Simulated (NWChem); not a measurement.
Species: SeClF; SMILES Cl[Se]F

```xyz
3

Se     0.4149     0.4649     0.0000
F     -1.1488     1.2595     0.0000
Cl    -0.2217    -1.5966     0.0000
```
Atoms are numbered in this order, from 1.

All runs use the structure optimised with PBE0/def2-SVP.

Symmetry labels are those of Cs in the frame above (b1 and b2, or b-type labels, depend on it).

Task: List the 4 lowest vertical singlet excitations from PBE0/def2-SVPD, TDA (NWChem).

Result: 
| state | energy (eV) | oscillator strength | symmetry | leading excitation (squared amplitude) |
|---|---|---|---|---|
| S1 | 2.88 | 0.001 | a" | HOMO → LUMO (0.94) |
| S2 | 3.29 | 0.000 | a" | HOMO → LUMO+1 (0.93) |
| S3 | 5.86 | 0.005 | a' | HOMO−1 → LUMO (0.94) |
| S4 | 6.15 | 0.001 | a" | HOMO−2 → LUMO (0.96) |
